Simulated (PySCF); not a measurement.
C4H8, charge +1, doublet, geometry from GFN2-xTB (a state made from the parent by changing its charge; the spin is typed, not shown lowest). Base run: PBE/6-31G* in PySCF.

PySCF was given this input:
```python
from pyscf import gto, scf, dft, solvent

mol = gto.Mole()
mol.atom = '''
    C    -1.135776   -0.866780    0.114755
    C    -0.009413    0.060117    0.006364
    C     1.340407   -0.440126   -0.253105
    C    -0.222653    1.422006    0.150535
    H    -1.315075   -1.071134    1.181724
    H    -0.938860   -1.828145   -0.356361
    H    -2.071633   -0.432180   -0.241682
    H     1.458563   -1.491018    0.004992
    H     2.111966    0.174591    0.214413
    H     1.538854   -0.358063   -1.333020
    H     0.560879    2.140365   -0.043314
    H    -1.180084    1.814283    0.461957
'''
mol.basis = '6-31g*'
mol.charge = 1
mol.spin = 1
mol.verbose = 4
mol.build()

mf = dft.UKS(mol)
mf.xc = 'pbe'
mf.kernel()
mf.analyze()
```

Variants of this job, named by their change:

```csv
change,ΔE vs base (kJ/mol)
base,0.00
model = IEF-PCM; solvent = water,-246.8
model = C-PCM; solvent = water,-246.8
model = ddCOSMO; solvent = water,-230.3
model = IEF-PCM; solvent = water; vdw_scale = 1.4,-218.9
model = IEF-PCM; solvent = toluene,-144.4
model = IEF-PCM; solvent = water; vdw_scale = 1.1,-265.9
model = IEF-PCM; solvent = water; lebedev_order = 11,-245.3
model = IEF-PCM; solvent = water; vdw_scale = 1.0,-291.4
model = IEF-PCM; solvent = water; lebedev_order = 41,-247.0
model = IEF-PCM; solvent = water; r_probe = 0.5,-203.1
model = IEF-PCM; solvent = dimethylsulfoxide,-244.6
```

The base is the gas phase, so ΔE is the electrostatic part of solvation at a fixed geometry, without cavity and dispersion terms.

Open shells are given as the SCF converged; they aren't shown to be the lowest states, and a large step between rows can be another state.
